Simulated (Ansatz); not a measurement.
`[F][In@-]1([Cl])[F+][In@@-]([F])([Cl])[F+]1`, charge 0, multiplicity 1.

Problem. Give a relaxed structure at PBE0-D4/def2-TZVP (the Gaussian-basis code of Ansatz). (Estimate.)

Solution. The calculation gave: 
Cartesian coordinates in Å:
```
F 0.989 -2.791 -0.345
In 0.586 -1.082 -1.112
Cl 0.774 -0.310 -3.242
F 1.208 0.359 0.285
In -0.576 1.002 1.190
F -0.647 0.152 2.906
Cl -1.135 3.104 0.530
F -1.198 -0.434 -0.211
```
Point group C2v.
